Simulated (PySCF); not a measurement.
Related species of one series. Method used: core-valence-separated Tamm–Dancoff BHandHLYP/aug-pcX-1 (pcseg-1 on H, def2-SVPD on Si) in PySCF, non-relativistic, gas phase, PBE0-D3(BJ)/def2-SVP geometry. The energies are unshifted. One conformer each. Roots within 0.03 eV on the same or equivalent atoms are summed; «strongest» means within the roots computed.

Question: Order them by the first intense line (a tenth or more of the edge's strongest) of the carbon K edge, lowest first.
A. `[CH3:1][SiH:2]([NH2:3])[NH2:4]`
B. `[H]/[N:1]=[CH:2]\[SiH:3]([NH2:4])[NH2:5]`
C. `[CH2:1]=[N:2][SiH:3]([NH2:4])[NH2:5]`

Answer: B (282.16 eV), C (282.61 eV), A (284.87 eV).

```tsv
SMILES	E (eV)	f	core hole on	site	polarised	strongest line (eV)	its f
[H]/N=C\[SiH](N)N	282.16	0.062	C2	C=N carbon	normal to the local trigonal plane (1s→π*)	282.16	0.062
C=N[SiH](N)N	282.61	0.069	C1	C=N carbon	normal to the local trigonal plane (1s→π*)	282.61	0.069
C[SiH](N)N	284.87	0.006	C1	Si-methyl carbon	–	285.71	0.030
```

The range is 2.71 eV. The lines marked π* (up to 282.61 eV) lie below the first intense lines of the neutral species whose SMILES has no multiple bond at carbon (from 284.87 eV).

Question: Order them by the first intense line (a tenth or more of the edge's strongest) of the nitrogen K edge, lowest first.
A. `[H]/[N:1]=[CH:2]\[SiH:3]([NH2:4])[NH2:5]`
B. `[CH3:1][SiH:2]([NH2:3])[NH2:4]`
C. `[CH2:1]=[N:2][SiH:3]([NH2:4])[NH2:5]`

Answer: C (395.37 eV), A (395.53 eV), B (398.88 eV).

| SMILES | E (eV) | f | core hole on | site | polarised | strongest line (eV) | its f |
| --- | --- | --- | --- | --- | --- | --- | --- |
| C=N[SiH](N)N | 395.37 | 0.056 | N2 | C=N nitrogen | – | 395.37 | 0.056 |
| [H]/N=C\[SiH](N)N | 395.53 | 0.061 | N1 | C=N nitrogen | – | 400.06 | 0.064, sum of 2 |
| C[SiH](N)N | 398.88 | 0.017, sum of 2 | N3/N4 | silicon-bound nitrogen | – | 399.86 | 0.063, sum of 2 |

The range is 3.51 eV.
